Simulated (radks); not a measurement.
Results of a calculation; reference values are marked as such.
Task: Spherical quantum dot in the effective-mass picture: electrons in a hard-walled sphere of radius 8.46, with a point charge +1 (a donor) at the centre, all in effective atomic units (hartree* = m*/eps^2 hartree, bohr* = eps/m* bohr), one dielectric constant everywhere. Level of theory: non-relativistic Kohn-Sham, LDA (Slater exchange, Perdew-Wang correlation), spin-polarised, spherical densities (a radial shooting solver with Libxc functionals). Levels are named by radial order and angular momentum (1s, 1p, 1d, 2s, ...), and open shells are averaged over m. Results are scaled to m* = 0.365 and eps = 6, for which hartree* = 275.9 meV and bohr* = 0.8699 nm. At N = 27 the configuration is 1s2 1p6 1d10 2s(up 1, down 0) 1f(up 7, down 1). Does electron 28 go into 2s down or 1g up or 1f down?

Result: Into 1f down. The total energies of the other choices lie higher by 19.4 meV (1g up), 27.8 meV (2s down).
